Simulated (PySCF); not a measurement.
## Unknown compound

An unknown has the formula C$_{5}$H$_{11}$FOSi. Its calculated NMR data are:

¹H NMR (400 MHz, computed): δ 6.05 (m, 1H), 5.92 (m, 1H), 4.97 (m, 2H), 4.42 (d, 2H), 2.23 (m, 2H), 1.06 (t, 3H).

¹³C{¹H} NMR (computed): δ 145.5 (CH), 135.1 (CH), 65.7 (CH2), 32.1 (CH2), 16.8 (CH3).

- σ from GIAO-PBE0/pcSseg-1
- coordinates at the GFN2-xTB level
- code: PySCF 2.14
- rapidly exchanging positions averaged, no solvent, non-relativistic, one conformer

Shifts are taken against calculated references (same method and geometry level): ¹H (31.72 ppm) and ¹³C (186.93 ppm) against TMS.

What is the structure?

Answers


1. Rings plus π bonds: 1 (no ring in the answer).
2. 5 carbon signals for 5 carbons: no two carbons are equivalent.
3. Carbon types of the structure: 2 × CH, 2 × CH2, 1 × CH3, leaving 2 H on heteroatoms.
4. δC 145.5, 135.1: alkene CH; as expected for a trigonal carbon in a double bond.
5. δC 65.7: allylic sp3 CH2 bonded to O; pulled downfield by the heteroatom.
6. δC 32.1: allylic sp3 CH2; a saturated carbon with 2 carbon neighbours and no heteroatom attached.
7. δC 16.8: methyl carbon; a saturated carbon with 1 carbon neighbour and no heteroatom attached.
8. δH 6.05, 5.92: hydrogen on an alkene CH; olefinic region.
9. δH 4.42: hydrogen on an allylic sp3 CH2 bonded to O; its carbon carries O, an electronegative neighbour.
10. δH 2.23: hydrogen on an allylic sp3 CH2; allylic position.

The compound is SMILES [SiH2](OC/C=C/CC)F.

The data come from this structure; uniqueness wasn't tested.

Splittings by ¹⁹F in the carbon and heteronuclear signals aren't shown, as no couplings were computed. Shifts are as computed. Against solution values, carbons near 30 ppm lie about +3 ppm off and those near 130 ppm about +5 ppm. Of 1211 compounds with measured shifts, 218 miss one by over three times the rms of a fit or turn the order of signals round; such compounds aren't used in these exercises. No couplings were computed; multiplicities are counted from neighbouring protons, with m where these are inequivalent, close in shift, in a saturated or five-membered ring or joined by F or P, and br s for small geminal =CH2 splittings.
